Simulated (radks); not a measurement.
Question: All-electron calculation, non-relativistic Kohn-Sham, exchange-only LDA, spin-polarised, spherical densities, point nucleus; open shells are filled with parallel spins first. Program: a radial shooting solver on a logarithmic mesh with Libxc functionals. Response by self-consistent Sternheimer equations with the Hartree and adiabatic exchange-only LDA kernel. Rank B2+, Be+, O5+, N4+, Li, C3+, F6+, Ne7+ (NIST ground configurations) by static dipole polarisability, largest first.

Answer: Li 152.4, Be+ 21.38, B2+ 6.796, C3+ 2.990, N4+ 1.573, O5+ 0.9280, F6+ 0.5927, Ne7+ 0.4013 bohr^3.
